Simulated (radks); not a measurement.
Results of a calculation; reference values are marked as such.
All-electron atom: Yb17+ in [Kr] 4d10 4f7 (the NIST ground configuration).

Code: a radial shooting solver on a logarithmic mesh with Libxc functionals. Model: Dirac Kohn-Sham, exchange-only PBE, spin-unpolarised, spherical densities, finite nucleus; open shells fill j = l - 1/2 first; Fermi nuclear charge, rms radius 5.3108 fm.

Energy parts (Ry):
total: -27936.2518
kinetic: 31053.6902
electron-nucleus: -67731.4100
Hartree: 9293.0477
exchange: -551.5797

Orbitals (lengths in bohr, moments of r in powers of bohr; r(90%) holds 90 % of the orbital's charge):
\begin{tabular}{lrrrrr}
orbital & occ. & eigenvalue (Ry) & <r^2> & <r> & r(90%) \\ \hline
1s1/2 & 2 & -4525.179 & 0.0005300 & 0.01966 & 0.0357 \\
2s1/2 & 2 & -791.5892 & 0.008154 & 0.08276 & 0.129 \\
2p1/2 & 2 & -756.5419 & 0.005860 & 0.06872 & 0.114 \\
2p3/2 & 4 & -679.5826 & 0.007073 & 0.07622 & 0.124 \\
3s1/2 & 2 & -202.1318 & 0.05354 & 0.2162 & 0.318 \\
3p1/2 & 2 & -186.6499 & 0.04939 & 0.2060 & 0.310 \\
3p3/2 & 4 & -170.2998 & 0.05610 & 0.2199 & 0.329 \\
3d3/2 & 4 & -143.9120 & 0.04394 & 0.1934 & 0.301 \\
3d5/2 & 6 & -140.3415 & 0.04579 & 0.1977 & 0.307 \\
4s1/2 & 2 & -63.18390 & 0.2586 & 0.4789 & 0.686 \\
4p1/2 & 2 & -56.85280 & 0.2661 & 0.4840 & 0.701 \\
4p3/2 & 4 & -52.93231 & 0.2979 & 0.5126 & 0.741 \\
4d3/2 & 4 & -42.43631 & 0.3166 & 0.5246 & 0.778 \\
4d5/2 & 6 & -41.68394 & 0.3273 & 0.5336 & 0.791 \\
4f5/2 & 6 & -28.57710 & 0.3608 & 0.5541 & 0.866 \\
4f7/2 & 1 & -28.42376 & 0.3660 & 0.5583 & 0.872 \\
\end{tabular}

The highest occupied level is 4f7/2 at -386.72 eV. The density falls to 0.001 e/bohr^3 at r = 1.65 bohr.
